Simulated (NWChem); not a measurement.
System: ZrH₂S₂F₂; SMILES [F][Zr]([F])([SH])[SH]

Input file for NWChem:

```
start job
memory heap 200 mb stack 900 mb global 1100 mb
geometry units angstroms noautoz
  Zr     0.000000     0.000000     0.291471
  F     -0.295734    -1.565391     1.314212
  F      0.295734     1.565391     1.314212
  S      1.968460    -0.247945    -1.126881
  H      2.488791     0.888683    -0.601834
  S     -1.968460     0.247945    -1.126881
  H     -2.488791    -0.888683    -0.601834
end
basis spherical
  Zr library def2-svp
  F library def2-svp
  S library def2-svp
  H library def2-svp
end
ecp
  Zr library def2-ecp
end
dft
  xc r2scan
  grid xcoarse
  iterations 150
  mulliken
end
task dft gradient
```

Output (shortened):

```
             Northwest Computational Chemistry Package (NWChem) 7.3.0
             --------------------------------------------------------

 C2  symmetry detected

                             Geometry "geometry" -> ""
                             -------------------------

 Output coordinates in angstroms (scale by  1.889725989 to convert to a.u.)

  No.       Tag          Charge          X              Y              Z
 ---- ---------------- ---------- -------------- -------------- --------------
    1 Zr                  40.0000     0.00000000     0.00000000     0.31265800
    2 F                    9.0000    -0.20874265    -1.57934610     1.33539900
    3 F                    9.0000     0.20874265     1.57934610     1.33539900
    4 S                   16.0000     1.97915679    -0.13874397    -1.10569400
    5 H                    1.0000     2.43585616     1.02491115    -0.58064700
    6 S                   16.0000    -1.97915679     0.13874397    -1.10569400
    7 H                    1.0000    -2.43585616    -1.02491115    -0.58064700

 Effective nuclear repulsion energy (a.u.)     650.0251323902

      Symmetry information
      --------------------

 Group name             C2
 Group number              4
 Group order               2
 No. of unique centers     4

                                 NWChem DFT Module
                                 -----------------

 Summary of "ao basis" -> "ao basis" (spherical)
 ------------------------------------------------------------------------------
       Tag                 Description            Shells   Functions and Types
 ---------------- ------------------------------  ------  ---------------------
 Zr                         def2-svp                11       31   5s3p2d1f
 F                          def2-svp                 6       14   3s2p1d
 S                          def2-svp                 8       18   4s3p1d
 H                          def2-svp                 3        5   2s1p

      Symmetry analysis of basis
      --------------------------

        a          54
        b          51

            General Information
            -------------------
          SCF calculation type: DFT
          Wavefunction type:  closed shell.
          No. of atoms     :     7
          No. of electrons :    64
           Alpha electrons :    32
            Beta electrons :    32
          Charge           :     0
          Spin multiplicity:     1
          Use of symmetry is: on ; symmetry adaption is: on
          Maximum number of iterations: 150
          AO basis - number of functions:   105
                     number of shells:    45
          Convergence on energy requested:  1.00D-06
          Convergence on density requested:  1.00D-05
          Convergence on gradient requested:  5.00D-04

              XC Information
              --------------
                      r^2SCAN Method XC Functional
               r^2SCAN metaGGA Exchange Functional  1.000
                     r^2SCAN Correlation Potential  1.000

             Grid Information
             ----------------
          Grid used for XC integration:  xcoarse
          Radial quadrature: Mura-Knowles
          Angular quadrature: Lebedev.
          Tag              B.-S. Rad. Rad. Pts. Rad. Cut. Ang. Pts.
          ---              ---------- --------- --------- ---------
          Zr                  1.55       84           8.0       194
          F                   0.50       21          10.0       194
          S                   1.00       42          11.0       194
          H                   0.35       21          12.0       194
          Grid pruning is: on
          Number of quadrature shells:   168
          Spatial weights used:  Erf1

      Superposition of Atomic Density Guess
      -------------------------------------

 Sum of atomic energies:       -1047.77770233

      Non-variational initial energy
      ------------------------------

 Total energy =   -1040.981006
 1-e energy   =   -2060.928240
 2-e energy   =     715.838154
 HOMO         =      -0.330883
 LUMO         =      -0.025195

      Symmetry analysis of molecular orbitals - initial
      -------------------------------------------------

  Numbering of irreducible representations:

     1 a           2 b

  Orbital symmetries:

     1 a           2 b           3 a           4 b           5 a
     6 b           7 b           8 a           9 a          10 b
    11 a          12 b          13 a          14 b          15 a
    16 b          17 a          18 b          19 a          20 b
    21 a          22 b          23 a          24 b          25 a
    26 b          27 a          28 b          29 a          30 b
    31 a          32 b          33 a          34 a          35 b
    36 a          37 b          38 a          39 b          40 b
    41 a          42 a

     ---------------------------------------------
      Total Density - Mulliken Population Analysis
     ---------------------------------------------

    Atom       Charge   Shell Charges
 -----------   ------   -------------------------------------------------------
    1 Zr  12     9.71  -0.47  1.58  0.90  0.33  0.05  5.83  0.33  0.10  0.73  0.24  0.09
    2 F    9     9.69   1.99  1.16  0.79  3.59  2.15  0.00
    3 F    9     9.69   1.99  1.16  0.79  3.59  2.15  0.00
    4 S   16    16.69   2.00  1.99  1.21  0.64  5.94  1.89  2.99  0.02
    5 H    1     0.76   0.56  0.17  0.03
    6 S   16    16.69   2.00  1.99  1.21  0.64  5.94  1.89  2.99  0.02
    7 H    1     0.76   0.56  0.17  0.03

   convergence    iter        energy       DeltaE   RMS-Dens  Diis-err
 ---------------- ----- ----------------- --------- --------- ---------
 d= 0,ls=0.0,diis     1  -1043.8112130715 -1.35D+03  3.91D-02  1.86D+00
 d= 0,ls=0.0,diis     2  -1039.3028025371  4.51D+00  2.81D-02  4.75D+01
 d= 0,ls=0.0,diis     3  -1044.0441930214 -4.74D+00  5.25D-03  3.40D-01
 d= 0,ls=0.0,diis     4  -1044.0783209303 -3.41D-02  2.38D-03  7.81D-02
 d= 0,ls=0.0,diis     5  -1044.0881572220 -9.84D-03  9.14D-04  6.83D-03
  Resetting Diis
 d= 0,ls=0.0,diis     6  -1044.0891727533 -1.02D-03  2.82D-04  7.71D-04
 d= 0,ls=0.0,diis     7  -1044.0893021057 -1.29D-04  1.36D-04  3.00D-05
 d= 0,ls=0.0,diis     8  -1044.0892888103  1.33D-05  9.98D-05  1.04D-04
 d= 0,ls=0.0,diis     9  -1044.0893070656 -1.83D-05  1.92D-05  4.57D-06
 d= 0,ls=0.0,diis    10  -1044.0893076656 -6.00D-07  4.47D-06  8.96D-07

         Total DFT energy =    -1044.089307665553
      One electron energy =    -2064.897533661127
           Coulomb energy =      795.595041889933
    Exchange-Corr. energy =      -78.895895224860
 Nuclear repulsion energy =      304.109079330501

 Numeric. integr. density =       63.997703339216

                  Occupations of the irreducible representations
                  ----------------------------------------------

                     irrep           alpha         beta
                     --------     --------     --------
                     a                16.0         16.0
                     b                16.0         16.0

                       DFT Final Molecular Orbital Analysis
                       ------------------------------------

 Vector   30  Occ=2.000000D+00  E=-2.932654D-01  Symmetry=b
              MO Center=  7.4D-13, -4.4D-14, -9.2D-01, r^2= 5.2D+00
   Bfn.  Coefficient  Atom+Function         Bfn.  Coefficient  Atom+Function
  ----- ------------  ---------------      ----- ------------  ---------------
    18      0.330550  1 Zr d  1              70     -0.304948  4 S  px
    93     -0.304948  6 S  px                67     -0.233596  4 S  px
    90     -0.233596  6 S  px                72      0.213694  4 S  pz
    95     -0.213694  6 S  pz                 6     -0.208527  1 Zr px
    69      0.165209  4 S  pz                92     -0.165209  6 S  pz

 Vector   31  Occ=2.000000D+00  E=-2.740845D-01  Symmetry=a
              MO Center= -3.5D-13,  1.9D-14, -9.1D-01, r^2= 5.0D+00
   Bfn.  Coefficient  Atom+Function         Bfn.  Coefficient  Atom+Function
  ----- ------------  ---------------      ----- ------------  ---------------
    70      0.263672  4 S  px                93     -0.263672  6 S  px
    71     -0.222875  4 S  py                94      0.222875  6 S  py
    72      0.201050  4 S  pz                95      0.201050  6 S  pz
    17     -0.190735  1 Zr d  0              67      0.182675  4 S  px
    90     -0.182675  6 S  px                68     -0.158537  4 S  py

 Vector   32  Occ=2.000000D+00  E=-2.527673D-01  Symmetry=b
              MO Center=  4.8D-13, -2.7D-14, -1.0D+00, r^2= 5.3D+00
   Bfn.  Coefficient  Atom+Function         Bfn.  Coefficient  Atom+Function
  ----- ------------  ---------------      ----- ------------  ---------------
    72      0.364961  4 S  pz                95     -0.364961  6 S  pz
    69      0.246995  4 S  pz                92     -0.246995  6 S  pz
    71     -0.211532  4 S  py                94     -0.211532  6 S  py
    70      0.165265  4 S  px                93      0.165265  6 S  px
    68     -0.148280  4 S  py                91     -0.148280  6 S  py

[...]

                         DFT ENERGY GRADIENTS

    atom               coordinates                        gradient
                 x          y          z           x          y          z
   1 Zr      0.000000   0.000000   0.590838    0.000000   0.000000  -0.000427
   2 F      -0.394466  -2.984531   2.523538   -0.000033   0.000909  -0.000651
   3 F       0.394466   2.984531   2.523538    0.000033  -0.000909  -0.000651
   4 S       3.740064  -0.262188  -2.089459   -0.000822   0.002002   0.001913
   5 H       4.603101   1.936801  -1.097264   -0.000595  -0.001761  -0.001049
   6 S      -3.740064   0.262188  -2.089459    0.000822  -0.002002   0.001913
   7 H      -4.603101  -1.936801  -1.097264    0.000595   0.001761  -0.001049
```

Level: r2SCAN/def2-SVP with def2 effective core potentials on Zr. Structure relaxed at the PBE0/def2-SVP level. No frequency run checked for a minimum. def2 effective core potentials on Zr; no spin-orbit coupling.
